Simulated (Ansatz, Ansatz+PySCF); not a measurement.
```yaml
atoms:
  - { symbol: C, position_ang: [-0.0140, -0.0452, -0.6204] }
  - { symbol: C, position_ang: [-0.0192, -0.0432, 0.6205] }
  - { symbol: H, position_ang: [-0.0291, -0.0316, -1.6538] }
  - { symbol: H, position_ang: [0.0289, 0.0338, 1.7020] }
```

Basis set: def2-SVP (spherical functions). Correlated methods keep 2 orbitals frozen. Charge 0, multiplicity 1.

Computed with Ansatz (development build ahead of 0.2.0); each method stands on the lowest determinant of its kind that the runs found. Restricted open shells among the atoms or ions are ROHF, correlated in semicanonical orbitals with singles. Restricted functionals stand beside restricted open-shell atoms, which can lie above the unrestricted atoms usual in DFT and then raise those values.

The atomization energy at this shape (free ground-state atoms in the same class of orbitals less the molecule, no zero-point energy) of singlet C2H2:

| method | atomization energy |
| --- | --- |
| ωB97X (restricted) | 17.42 eV |
| ωB97X (unrestricted) | 17.28 eV |
| r²SCAN (restricted) | 17.53 eV |
| r²SCAN (unrestricted) | 17.38 eV |
| PBE0 (unrestricted) | 17.49 eV |
| PBE0 (restricted) | 17.58 eV |
| PBE (restricted) | 18.03 eV |
| PBE (unrestricted) | 17.96 eV |
| RHF-CCSD(T) | 16.75 eV |
| RHF-MP2 | 17.10 eV |
| UHF-MP2 | 17.05 eV |
| RHF | 12.92 eV |

Task: What does UHF give?

Result: 12.70 eV.
